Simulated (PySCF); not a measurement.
I3Sn (SMILES [I][Sn]([I])[I]), doublet, at a GFN2-xTB geometry (such geometries of metal compounds can be far from the true shape) (the spin is typed, not shown lowest) (core potentials on I, Sn); R2SCAN/def2-SVP run with PySCF.

The PySCF input:
```python
from pyscf import gto, scf, dft

mol = gto.M(
    atom='''
Sn    0.19653030    0.57148953    0.38176177
I     2.43186578   -0.56487896   -0.82720222
I    -0.99716560   -1.30886706    2.05179207
I    -1.62010612    1.33460495   -1.58474247
''',
    basis='def2-svp',
    ecp={'I': 'def2-svp', 'Sn': 'def2-svp'},
    spin=1,
    verbose=4,
)

mf = dft.UKS(mol)
mf.xc = 'r2scan'
mf.grids.atom_grid = (99, 590)
mf.grids.prune = None
mf.kernel()
```

Write the output that PySCF gives for this input, abridged.


```
PySCF version 2.14.0

[INPUT] verbose = 4
[INPUT] num. atoms = 4
[INPUT] num. electrons = 97
[INPUT] charge = 0
[INPUT] spin (= nelec alpha-beta = 2S) = 1
[INPUT] symmetry False subgroup None
[INPUT] Mole.unit = angstrom
[INPUT] Symbol           X                Y                Z      unit          X                Y                Z       unit  Magmom
[INPUT]  1 Sn     0.196530300000   0.571489530000   0.381761770000 AA    0.371388442179   1.079958694756   0.721425190129 Bohr   0.0
[INPUT]  2 I      2.431865780000  -0.564878960000  -0.827202220000 AA    4.595560295902  -1.067466527929  -1.563185645432 Bohr   0.0
[INPUT]  3 I     -0.997165600000  -1.308867060000   2.051792070000 AA   -1.884369884838  -2.473400276865   3.877325076854 Bohr   0.0
[INPUT]  4 I     -1.620106120000   1.334604950000  -1.584742470000 AA   -3.061556859532   2.522037839989  -2.994729246267 Bohr   0.0

nuclear repulsion = 532.256401561596
number of shells = 40
number of NR pGTOs = 244
number of NR cGTOs = 104
basis = def2-svp
ecp = {'I': 'def2-svp', 'Sn': 'def2-svp'}

******** <class 'pyscf.dft.uks.UKS'> ********
method = UKS
initial guess = minao
damping factor = 0
level_shift factor = 0
DIIS = <class 'pyscf.scf.diis.CDIIS'>
diis_start_cycle = 1
diis_space = 8
diis_damp = 0
SCF conv_tol = 1e-09
SCF conv_tol_grad = None
SCF max_cycles = 50
direct_scf = True
direct_scf_tol = 1e-13
number electrons alpha = 49  beta = 48
XC library pyscf.dft.libxc version 7.1.2
    S. Lehtola, C. Steigemann, M. J. T. Oliveira, and M. A. L. Marques,  SoftwareX 7, 1–5 (2018)
XC functionals = r2scan
    J. W. Furness, A. D. Kaplan, J. Ning, J. P. Perdew, and J. Sun,  J. Phys. Chem. Lett. 11, 8208–8215 (2020)
    J. W. Furness, A. D. Kaplan, J. Ning, J. P. Perdew, and J. Sun,  J. Phys. Chem. Lett. 11, 9248–9248 (2020)
    J. W. Furness, A. D. Kaplan, J. Ning, J. P. Perdew, and J. Sun,  J. Phys. Chem. Lett. 11, 8208–8215 (2020)
    J. W. Furness, A. D. Kaplan, J. Ning, J. P. Perdew, and J. Sun,  J. Phys. Chem. Lett. 11, 9248–9248 (2020)
radial grids:
    Treutler-Ahlrichs [JCP 102, 346 (1995); DOI:10.1063/1.469408] (M4) radial grids

becke partition: Becke, JCP 88, 2547 (1988); DOI:10.1063/1.454033
pruning grids: None
grids dens level: 3
symmetrized grids: False
atomic radii adjust function: <function treutler_atomic_radii_adjust>
User specified grid scheme (99, 590)
small_rho_cutoff = 0
Set gradient conv threshold to 3.16228e-05
tot grids = 233640
init E= -989.946598791704

cycle= 1 E= -1103.70973982408  delta_E= -114  |g|= 3.76  |ddm|= 11.6

cycle= 2 E= -1105.39729473598  delta_E= -1.69  |g|= 2.64  |ddm|= 9.61
cycle= 3 E= -1107.80607586672  delta_E= -2.41  |g|= 0.421  |ddm|= 4.09
cycle= 4 E= -1107.75837277673  delta_E= 0.0477  |g|= 0.465  |ddm|= 1.69
cycle= 5 E= -1107.93894963328  delta_E= -0.181  |g|= 0.151  |ddm|= 1.12
cycle= 6 E= -1107.95915763098  delta_E= -0.0202  |g|= 0.0424  |ddm|= 0.381
cycle= 7 E= -1107.96019746332  delta_E= -0.00104  |g|= 0.0257  |ddm|= 0.132
cycle= 8 E= -1107.96075743877  delta_E= -0.00056  |g|= 0.00745  |ddm|= 0.0639
cycle= 9 E= -1107.9608162309  delta_E= -5.88e-05  |g|= 0.00158  |ddm|= 0.0204
cycle= 10 E= -1107.96081878357  delta_E= -2.55e-06  |g|= 0.000773  |ddm|= 0.00486
cycle= 11 E= -1107.96081921319  delta_E= -4.3e-07  |g|= 0.000424  |ddm|= 0.00245
cycle= 12 E= -1107.9608193862  delta_E= -1.73e-07  |g|= 0.000121  |ddm|= 0.00121
cycle= 13 E= -1107.96081940189  delta_E= -1.57e-08  |g|= 3.66e-05  |ddm|= 0.000383
cycle= 14 E= -1107.96081940314  delta_E= -1.25e-09  |g|= 1.03e-05  |ddm|= 8.45e-05
cycle= 15 E= -1107.96081940327  delta_E= -1.32e-10  |g|= 5.05e-06  |ddm|= 3.37e-05
Extra cycle  E= -1107.96081940321  delta_E= 6.05e-11  |g|= 9.85e-06  |ddm|= 2.83e-05
converged SCF energy = -1107.96081940321  <S^2> = 0.75649375  2S+1 = 2.0064832
```
